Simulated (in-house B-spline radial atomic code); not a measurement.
P⁵⁺. Computed with a B-spline radial atomic code. Model: all-electron spherical atom, spin shells full or empty, radial basis limit, no spin-orbit coupling, Breit or QED, empty-state partial waves extrapolated as (l+1/2)^-4, RPA, G0W0 and static COHSEX of the highest shell as one setting changes (uncorrelated shells keep exact exchange).

Empty levels are discrete states of a finite basis, so the steps are uneven.

Given: element P; charge 5; filled core He; hamiltonian non-relativistic; mean-field start Hartree-Fock; highest l of empty states 9; lowest nl shells left uncorrelated 0; highest mean-field shell 2p; box radius 10.43 bohr.

Shell: 2s 1 1, 2p 3 3 (electrons up and down).

```tsv
highest empty level kept (hartree)	RPA correlation energy (hartree)	G0W0 level (eV)	G0W0 minus most complete (meV)	COHSEX level (eV)	linearised minus solved G0W0 (meV)
12	-0.17751	-219.41	1509.4	-220.4	-0.4
24	-0.27629	-219.81	1114.9	-221.53	-0.3
42	-0.35292	-220.17	749.4	-222.5	-0.2
72	-0.41012	-220.46	461.2	-223.26	-0.2
120	-0.4574	-220.67	249.2	-223.81	-0.1
216	-0.50066	-220.83	93.4	-224.2	-0.1
360	-0.52664	-220.89	38.1	-224.33	-0.1
720	-0.54403	-220.91	12.9	-224.39	-0.1
1440	?	?	?	?	?
3000	?	?	?	?	?
7200	-0.56216	-220.92	0.1	-224.42	-0.1
24000	-0.56255	-220.92	0	-224.42	-0.1
```

Q: What follows for highest empty level kept = 1440?

A: RPA correlation energy -0.55653 hartree; G0W0 level -220.92 eV; G0W0 minus most complete 2.8 meV; COHSEX level -224.41 eV; linearised minus solved G0W0 -0.1 meV.

Q: What follows for highest empty level kept = 3000?

A: RPA correlation energy -0.56072 hartree; G0W0 level -220.92 eV; G0W0 minus most complete 0.7 meV; COHSEX level -224.42 eV; linearised minus solved G0W0 -0.1 meV.
